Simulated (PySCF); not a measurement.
AsH5Si, SMILES [SiH3][AsH2]. Coordinates come from a PBE0-D3(BJ)/def2-TZVP optimisation.

Q: Give the equilibrium geometry at PBE0-D3(BJ)/def2-TZVP (PySCF confirms it by a frequency run) as a Z-matrix, and its point group. (An estimate is asked for; the answer gives what the named calculation found.)

A: point group Cs.
```
Si
H 1 1.4856
H 1 1.4861 2 109.06
H 1 1.4861 2 109.06 3 -118.74
As 1 2.3652 2 113.45 3 120.63
H 5 1.5227 1 92.12 2 46.15
H 5 1.5227 6 92.22 1 92.21
```
Charge 0, spin multiplicity 1.
